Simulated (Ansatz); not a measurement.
Program: Ansatz.

Input:

```yaml
crystal:
  periodic: [false, false, false]
  atoms:
    - { symbol: B, position_ang: [-0.946173, 1.218482, -0.261226] }
    - { symbol: C, position_ang: [0.170506, 0.498934, 0.49181] }
    - { symbol: "N", position_ang: [-0.125807, -0.250383, 1.695806] }
    - { symbol: Si, position_ang: [0.682472, -0.714393, -0.972753] }
    - { symbol: H, position_ang: [-0.66846, 2.041378, -1.099745] }
    - { symbol: H, position_ang: [-2.101926, 0.894107, -0.105536] }
    - { symbol: H, position_ang: [1.0857, 1.109417, 0.6038] }
    - { symbol: H, position_ang: [0.525978, -1.009077, 1.888583] }
    - { symbol: H, position_ang: [-1.073739, -0.621471, 1.700366] }
    - { symbol: H, position_ang: [1.295873, -0.048557, -2.158124] }
    - { symbol: H, position_ang: [-0.467005, -1.562681, -1.402491] }
    - { symbol: H, position_ang: [1.699684, -1.610956, -0.346391] }
basis:
  gaussian: { orbitals: def2-SVP }
hamiltonian:
  xc: b3lyp
neb:
  order_check: false
  images: 4
  f_tol: 0.05
  max_iterations: 8
  climbing: false
  final_atoms:
    - { symbol: B, position_ang: [-0.946173, 1.218482, -0.261226] }
    - { symbol: C, position_ang: [0.170506, 0.498934, 0.49181] }
    - { symbol: "N", position_ang: [-0.125807, -0.250383, 1.695806] }
    - { symbol: Si, position_ang: [0.682472, -0.714393, -0.972753] }
    - { symbol: H, position_ang: [-0.66846, 2.041378, -1.099745] }
    - { symbol: H, position_ang: [-2.101926, 0.894107, -0.105536] }
    - { symbol: H, position_ang: [1.0857, 1.109417, 0.6038] }
    - { symbol: H, position_ang: [0.525978, -1.009077, 1.888583] }
    - { symbol: H, position_ang: [-1.073739, -0.621471, 1.700366] }
    - { symbol: H, position_ang: [1.295873, -0.048557, -2.158124] }
    - { symbol: H, position_ang: [-0.467005, -1.562681, -1.402491] }
    - { symbol: H, position_ang: [1.699684, -1.610956, -0.346391] }
  initial_path: idpp
```

Launched with:

```bash
$ ansatz run input.yaml --threads 2 --pin off --max-ram 3072MiB --backend cpu --events-out ev --progress --plain --runs-dir out
```

Q: What does the program answer?

A: The program refused the input.

```
Error: invalid value for `neb.final_atoms`: is identical to crystal.atoms — the two endpoints must differ for a path to exist
```
